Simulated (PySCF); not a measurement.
A structure optimised at B3LYP-D3(BJ)/def2-SVP, used in a PySCF frequency run:

```
C
H 1 1.1026
H 1 1.1053 2 106.93
C 1 1.5175 2 112.94 3 -123.94
C 4 1.3423 1 115.40 2 -125.42
O 5 1.3763 4 119.03 1 0.29
H 4 1.0916 5 122.02 6 -179.70
H 5 1.0922 4 126.62 7 0.35
Si 6 1.6990 5 108.98 8 -174.20
H 9 1.4778 6 109.98 5 -132.45
Cl 9 2.0728 10 107.45 6 119.87
```
Charge 0, spin multiplicity 1.

Q: Write its SMILES and formula.

A: Cl[Si@@H]1CC=CO1, C₃H₅ClOSi

Q: What are its rotational constants (standard atomic weights)?

A: 4.7650, 1.6663, 1.4842 GHz
